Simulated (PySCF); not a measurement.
Isomers of C3H12AsGa, mass 191.941 u with the commonest isotopes. Level of theory: PBE0-D3(BJ)/def2-SVP geometry optimisation, gas phase (PySCF 2.14.0). One conformer each, none proved a minimum here; rigid rotors.

Task: Order these by out-of-plane moment Σ m c² = (Ia + Ib − Ic)/2, smallest first.
A. `[CH3:1][CH2:2][Ga@@H-:3]([CH3:4])[AsH3+:5]` with C1–C2–Ga3–C4 -161°
B. `[CH3:1][CH2:2][CH2:3][AsH2+:4][GaH3-:5]` with C1–C2–C3–As4 180°, C2–C3–As4–Ga5 -178°
C. `[CH3:1][CH:2]([CH3:3])[GaH2-:4][AsH3+:5]` with C1–C2–Ga4–As5 -64°
D. `[CH3:1][CH2:2][CH2:3][GaH2-:4][AsH3+:5]` with C1–C2–C3–Ga4 -62°, C2–C3–Ga4–As5 82°
E. `[CH3:1][CH:2]([CH3:3])[AsH2+:4][GaH3-:5]` with C1–C2–As4–Ga5 179°

Result: B (11.02 u·Å²), E (18.67 u·Å²), D (26.23 u·Å²), A (29.67 u·Å²), C (61.08 u·Å²).

Task: Order these by dipole moment, largest first.
A. `[CH3:1][CH:2]([CH3:3])[GaH2-:4][AsH3+:5]` with C1–C2–Ga4–As5 -64°
B. `[CH3:1][CH2:2][CH2:3][AsH2+:4][GaH3-:5]` with C1–C2–C3–As4 180°, C2–C3–As4–Ga5 -178°
C. `[CH3:1][CH2:2][Ga@@H-:3]([CH3:4])[AsH3+:5]` with C1–C2–Ga3–C4 -161°

Result: B (5.02 D), A (3.17 D), C (2.97 D).

Task: Order these by rotational constant A, smallest first.
A. `[CH3:1][CH2:2][CH2:3][GaH2-:4][AsH3+:5]` with C1–C2–C3–Ga4 -62°, C2–C3–Ga4–As5 82°
B. `[CH3:1][CH2:2][Ga@@H-:3]([CH3:4])[AsH3+:5]` with C1–C2–Ga3–C4 -161°
C. `[CH3:1][CH:2]([CH3:3])[AsH2+:4][GaH3-:5]` with C1–C2–As4–Ga5 179°
D. `[CH3:1][CH:2]([CH3:3])[GaH2-:4][AsH3+:5]` with C1–C2–Ga4–As5 -64°
E. `[CH3:1][CH2:2][CH2:3][AsH2+:4][GaH3-:5]` with C1–C2–C3–As4 180°, C2–C3–As4–Ga5 -178°

Result: B (2058 MHz), A (2200 MHz), D (2313 MHz), C (3997 MHz), E (5676 MHz).

| SMILES | point group | Ia (u·Å²) | Ib (u·Å²) | Ic (u·Å²) | κ | μa (D) | μb (D) | μc (D) |
| --- | --- | --- | --- | --- | --- | --- | --- | --- |
| CCC[AsH2+][GaH3-] | – | 89.04 | 802.69 | 869.70 | -0.98 | 4.91 | 1.05 | 0.01 |
| C[CH](C)[GaH2-][AsH3+] | – | 218.52 | 458.91 | 555.26 | -0.73 | 2.51 | 1.93 | 0.00 |
| CC[CH2][GaH2-][AsH3+] | C1 | 229.72 | 455.29 | 632.56 | -0.56 | 2.29 | 2.19 | 0.58 |
| CC(C)[AsH2+][GaH3-] | C1 | 126.45 | 579.57 | 668.68 | -0.93 | 4.88 | 0.65 | 0.04 |
| C[CH2][Ga@@H-]([CH3])[AsH3+] | C1 | 245.53 | 403.63 | 589.83 | -0.34 | 2.80 | 0.41 | 0.90 |
